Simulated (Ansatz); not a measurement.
A nudged elastic band was laid between two geometries of C2H9NO2Sn (15 atoms, charge 0, multiplicity 1).

Method: RKS B3LYP-D4/def2-SVP in Ansatz 0.2.0.

```
movable images  : 5
climbing image  : from the first iteration
spring          : 5.0 eV/Å²
optimiser       : lbfgs
start path      : IDPP
force threshold : 0.03 eV/Å
iteration limit : 48
end points      : relaxed
```

Initial state:

```xyz
15
Properties=species:S:1:pos:R:3
N -0.018 -1.627 1.823
Sn 0.929 -0.224 0.649
O 2.667 -1.098 0.153
C 0.037 0.191 -1.294
C -1.072 1.202 -1.072
O -1.715 0.859 0.157
H 0.074 -2.557 1.408
H -1.019 -1.426 1.868
H 1.247 1.176 1.607
H 3.204 -1.297 0.932
H -0.353 -0.766 -1.673
H 0.804 0.553 -1.994
H -0.645 2.222 -1.016
H -1.804 1.197 -1.905
H -2.357 1.543 0.388
```

Final state:

```xyz
15
Properties=species:S:1:pos:R:3
N -0.626 -1.365 1.640
Sn 0.959 -0.410 0.732
O 2.171 -1.911 0.183
C 0.496 0.529 -1.177
C -0.925 1.051 -1.091
O -1.076 1.649 0.196
H -0.946 -2.163 1.088
H -1.421 -0.732 1.741
H 1.745 0.575 1.905
H 2.508 -2.402 0.945
H 0.624 -0.214 -1.978
H 1.217 1.344 -1.337
H -1.136 1.790 -1.890
H -1.640 0.214 -1.218
H -1.973 1.995 0.290
```

Task: Which bonds break or form, and what moves?

Result: No bond is made or broken. The dihedral H12–C4–C5–H13 goes from -40 to 45°.

Task: Give the energies along the band, and the barrier.

Result: It converged. The highest image is number 3 of 0 to 6, 0.045 eV above the first end and 0.049 eV above the last; the last end lies 0.003 eV below the first. The order of the stationary point at the top wasn't checked.

| image | path coordinate (Å) | energy (eV) | dihedral H12–C4–C5–H13 (°) |
| --- | --- | --- | --- |
| 0 | 0.00 | 0.000 | -40 |
| 1 | 0.54 | 0.012 | -27 |
| 2 | 1.07 | 0.035 | -13 |
| 3 | 1.61 | 0.045 | 3 |
| 4 | 2.15 | 0.031 | 19 |
| 5 | 2.69 | 0.008 | 33 |
| 6 | 3.23 | -0.003 | 45 |

Task: What is the geometry of the highest image?

Result: 
```xyz
15
Properties=species:S:1:pos:R:3
N -0.386 -1.553 1.736
Sn 0.921 -0.333 0.712
O 2.399 -1.581 0.164
C 0.286 0.383 -1.248
C -0.994 1.198 -1.097
O -1.329 1.256 0.295
H -0.516 -2.434 1.235
H -1.303 -1.105 1.784
H 1.558 0.842 1.798
H 2.854 -1.958 0.930
H 0.157 -0.509 -1.878
H 1.117 0.969 -1.668
H -0.855 2.222 -1.493
H -1.823 0.736 -1.666
H -2.107 1.816 0.426
```

Run time: 13 min on 2 threads of Arm Neoverse V1 (shared host), peak memory 0.44 GiB.
